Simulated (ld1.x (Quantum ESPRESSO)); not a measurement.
Scattering properties, TM potential for zirconium

| Item | Value |
| --- | --- |
| Element | Zr |
| Generator | ld1.x (Quantum ESPRESSO) 7.5 |
| Type | norm-conserving Troullier–Martins (Kleinman–Bylander form) |
| Functional | PBEsol |
| Relativity | scalar-relativistic |
| Frozen core | [Kr] |
| Valence charge | 4 |
| Reference configuration | 4d2 5s1.5 5p0 (charge +0.5) |
| Partial waves | 5s (bound): rc 2.75 bohr; 5p (bound, empty): rc 4.20 bohr; 4d (bound): rc 2.75 bohr |
| Local potential | all-electron potential smoothed inside 3.35 bohr (lloc = -1) |
| Core correction | Bessel-smoothed model core, default radius (core density twice the valence density) |

The phase is arctan(r·u′/u) with u = r·R(r), unwrapped; energies in Ry, scanned from -3 to 5 Ry. A pole is an energy at which the radial function vanishes at the test radius. The pseudo phase is shifted by a multiple of π to meet the all-electron one at the reference energy, and phase errors are pseudo minus all-electron; the curves can meet again beyond the range given. Levels narrower than the energy grid can be missing from the lists of poles. Where the grid stepped over a known ghost or core level, its pole and its step of π were put in at the level’s energy.

| channel | radius (bohr) | reference energy (Ry) | poles, all-electron | poles, pseudo | unbroken range about the reference energy with phases within 0.05 rad | phase error 1 Ry above the reference energy (rad) |
| --- | --- | --- | --- | --- | --- | --- |
| s | 4.56 | -0.53 | -0.22, 2.32 | -0.23, 0.87, 2.71 | below 0.3 | -0.268 |
| p | 4.56 | -0.28 | -2.62, 0.27, 2.95 | 0.24, 1.65, 4.16 | -2.6 to 0.6 | -0.090 |
| d | 4.56 | -0.49 | -0.44, 1.29, 4.18 | -0.44, 1.41, 4.76 | below 0.2 | +0.104 |

Phases in the d channel:

```json
{"E (Ry)": "-3.00", "all-electron": "1.439", "pseudo": "1.439"}
{"E (Ry)": "-2.76", "all-electron": "1.433", "pseudo": "1.433"}
{"E (Ry)": "-2.52", "all-electron": "1.426", "pseudo": "1.426"}
{"E (Ry)": "-2.28", "all-electron": "1.418", "pseudo": "1.418"}
{"E (Ry)": "-2.04", "all-electron": "1.408", "pseudo": "1.408"}
{"E (Ry)": "-1.80", "all-electron": "1.395", "pseudo": "1.395"}
{"E (Ry)": "-1.56", "all-electron": "1.380", "pseudo": "1.380"}
{"E (Ry)": "-1.32", "all-electron": "1.358", "pseudo": "1.359"}
{"E (Ry)": "-1.08", "all-electron": "1.326", "pseudo": "1.327"}
{"E (Ry)": "-0.84", "all-electron": "1.266", "pseudo": "1.267"}
{"E (Ry)": "-0.60", "all-electron": "0.973", "pseudo": "0.975"}
{"E (Ry)": "-0.36", "all-electron": "-1.723", "pseudo": "-1.721"}
{"E (Ry)": "-0.12", "all-electron": "-1.921", "pseudo": "-1.915"}
{"E (Ry)": "0.12", "all-electron": "-2.225", "pseudo": "-2.194"}
{"E (Ry)": "0.36", "all-electron": "-3.356", "pseudo": "-3.191"}
{"E (Ry)": "0.60", "all-electron": "-4.306", "pseudo": "-4.238"}
{"E (Ry)": "0.84", "all-electron": "-4.549", "pseudo": "-4.515"}
{"E (Ry)": "1.08", "all-electron": "-4.654", "pseudo": "-4.628"}
{"E (Ry)": "1.32", "all-electron": "-4.720", "pseudo": "-4.694"}
{"E (Ry)": "1.56", "all-electron": "-4.774", "pseudo": "-4.743"}
{"E (Ry)": "1.80", "all-electron": "-4.831", "pseudo": "-4.788"}
{"E (Ry)": "2.04", "all-electron": "-4.912", "pseudo": "-4.839"}
{"E (Ry)": "2.28", "all-electron": "-5.079", "pseudo": "-4.911"}
{"E (Ry)": "2.52", "all-electron": "-5.750", "pseudo": "-5.049"}
{"E (Ry)": "2.76", "all-electron": "-7.250", "pseudo": "-5.484"}
{"E (Ry)": "3.00", "all-electron": "-7.596", "pseudo": "-6.945"}
{"E (Ry)": "3.24", "all-electron": "-7.709", "pseudo": "-7.505"}
{"E (Ry)": "3.48", "all-electron": "-7.767", "pseudo": "-7.660"}
{"E (Ry)": "3.72", "all-electron": "-7.804", "pseudo": "-7.731"}
{"E (Ry)": "3.96", "all-electron": "-7.832", "pseudo": "-7.774"}
{"E (Ry)": "4.20", "all-electron": "-7.856", "pseudo": "-7.804"}
{"E (Ry)": "4.44", "all-electron": "-7.878", "pseudo": "-7.828"}
{"E (Ry)": "4.68", "all-electron": "-7.901", "pseudo": "-7.848"}
{"E (Ry)": "4.92", "all-electron": "-7.927", "pseudo": "-7.865"}
```
